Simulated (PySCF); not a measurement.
HBrFIn, SMILES [F][InH][Br] (PBE0/def2-SVP optimised geometry):

```
4

In    -0.096     0.141     0.000
H      1.606     0.141     0.000
F     -1.110     1.812     0.000
Br    -1.606    -1.812     0.003
```

Method: PBE0/def2-TZVP, def2 effective core potentials past Kr (PySCF).

What are the frontier orbital energies and the dipole moment?

HOMO-2 -9.46 eV, HOMO-1 -8.75 eV, HOMO -8.55 eV, LUMO -2.01 eV, LUMO+1 -1.91 eV; dipole moment 2.84 D.
